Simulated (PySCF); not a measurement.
**Dipole response of Sn+ (tin, charge +1)**

[Kr] 4d10 5s2 5p1, 2P determinant. Computed with PySCF 2.14 in aug-cc-pwCVTZ-PP with ECP28MDF, with scalar relativity through the core potential. Coupled (time-dependent) response in atomic units; α is the mean over directions.

| method | mean α (bohr³) | α xx, yy, zz | C₆ (like pair) | S(−4) |
| --- | --- | --- | --- | --- |
| wB97X | 26.70 | 25.06, 29.98, 25.06 | 205.8 | 241.2 |

S(−4) is the Cauchy moment in α(ω) = α(0) + S(−4) ω² + …

Spin-orbit coupling is absent.

α(iu) at wB97X:

| u (hartree) | α(iu) (bohr³) |
| --- | --- |
| 0 | 26.70 |
| 0.0500 | 26.11 |
| 0.100 | 24.53 |
| 0.200 | 19.95 |
| 0.300 | 15.55 |
| 0.500 | 9.750 |
| 0.750 | 6.233 |
| 1.00 | 4.480 |
| 1.50 | 2.800 |
| 2.00 | 1.985 |
| 3.00 | 1.177 |
| 5.00 | 0.5533 |

A single London oscillator, α(iu) = α/(1 + u²/ω²), gives C₆ = (3/4) ω α². Matching the computed C₆ needs ω = 4 × 205.8 / (3 × 26.70²) = 0.385 hartree.

For an ion, C₆ is the dispersion term alone; charge-induced terms of lower order in 1/R come first.

The components differ because the open shell of this determinant is not spherical; for a pure term their mean is the scalar polarisability.

Energies and moments cover only the electrons outside the core potential.
